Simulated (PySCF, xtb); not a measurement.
C4H6BF, SMILES C#CB(C)CF.

GFN2-xTB in xtb at its own geometry gives an orbital gap of 3.64 eV and a dipole moment of 2.63 D.

Coordinates come from a PBE0-D3(BJ)/def2-SVP optimisation. This is a generated structure with no PubChem entry under its InChIKey; it may be hypothetical. The values are those of a single conformer.

Q: What does PySCF with r2SCAN/def2-TZVP give? (An estimate is asked for; the answer gives what the named calculation found.)

A: gap 4.45 eV (levels -6.86 and -2.41 eV), dipole 1.75 D.
